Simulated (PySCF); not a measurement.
A calculated (BLYP, PySCF 2.14, x2c-QZVPPall, scalar relativity by spin-free X2C-1e) atom or ion has these occupied shells.

```json
{"shell": "1s β", "electrons": "1", "orbital energy (eV)": "-65095.9", "rms radius, mean of both spins (bohr)": "0.0215"}
{"shell": "1s α", "electrons": "1", "orbital energy (eV)": "-65095.9", "rms radius, mean of both spins (bohr)": "0.0215"}
{"shell": "2s α", "electrons": "1", "orbital energy (eV)": "-11144.8", "rms radius, mean of both spins (bohr)": "0.0869"}
{"shell": "2s β", "electrons": "1", "orbital energy (eV)": "-11144.7", "rms radius, mean of both spins (bohr)": "0.0869"}
{"shell": "2p α", "electrons": "3", "orbital energy (eV)": "-9818.8", "rms radius, mean of both spins (bohr)": "0.0788"}
{"shell": "2p β", "electrons": "3", "orbital energy (eV)": "-9818.7", "rms radius, mean of both spins (bohr)": "0.0788"}
{"shell": "3s α", "electrons": "1", "orbital energy (eV)": "-2551.5", "rms radius, mean of both spins (bohr)": "0.223"}
{"shell": "3s β", "electrons": "1", "orbital energy (eV)": "-2551.5", "rms radius, mean of both spins (bohr)": "0.223"}
{"shell": "3p α", "electrons": "3", "orbital energy (eV)": "-2153.2", "rms radius, mean of both spins (bohr)": "0.224"}
{"shell": "3p β", "electrons": "3", "orbital energy (eV)": "-2153.2", "rms radius, mean of both spins (bohr)": "0.224"}
{"shell": "3d α", "electrons": "5", "orbital energy (eV)": "-1667.3", "rms radius, mean of both spins (bohr)": "0.205"}
{"shell": "3d β", "electrons": "5", "orbital energy (eV)": "-1667.2", "rms radius, mean of both spins (bohr)": "0.205"}
{"shell": "4s α", "electrons": "1", "orbital energy (eV)": "-525.72", "rms radius, mean of both spins (bohr)": "0.498"}
{"shell": "4s β", "electrons": "1", "orbital energy (eV)": "-525.68", "rms radius, mean of both spins (bohr)": "0.498"}
{"shell": "4p α", "electrons": "3", "orbital energy (eV)": "-394.34", "rms radius, mean of both spins (bohr)": "0.530"}
{"shell": "4p β", "electrons": "3", "orbital energy (eV)": "-394.30", "rms radius, mean of both spins (bohr)": "0.530"}
{"shell": "4d α", "electrons": "5", "orbital energy (eV)": "-221.05", "rms radius, mean of both spins (bohr)": "0.577"}
{"shell": "4d β", "electrons": "5", "orbital energy (eV)": "-221.00", "rms radius, mean of both spins (bohr)": "0.577"}
{"shell": "5s α", "electrons": "1", "orbital energy (eV)": "-81.941", "rms radius, mean of both spins (bohr)": "1.20"}
{"shell": "5s β", "electrons": "1", "orbital energy (eV)": "-81.288", "rms radius, mean of both spins (bohr)": "1.20"}
{"shell": "5p α", "electrons": "3", "orbital energy (eV)": "-50.887", "rms radius, mean of both spins (bohr)": "1.43"}
{"shell": "5p β", "electrons": "3", "orbital energy (eV)": "-49.998", "rms radius, mean of both spins (bohr)": "1.43"}
{"shell": "4f α", "electrons": "7", "orbital energy (eV)": "-31.834", "rms radius, mean of both spins (bohr)": "0.770"}
{"shell": "4f β", "electrons": "7", "orbital energy (eV)": "-31.665", "rms radius, mean of both spins (bohr)": "0.770"}
{"shell": "5d α", "electrons": "2", "orbital energy (eV)": "-17.542", "rms radius, mean of both spins (bohr)": "2.31"}
```

Name the element and its charge.

Hf²⁺ (hafnium, charge +2), in [Xe] 4f14 5d2, high-spin 3F determinant.
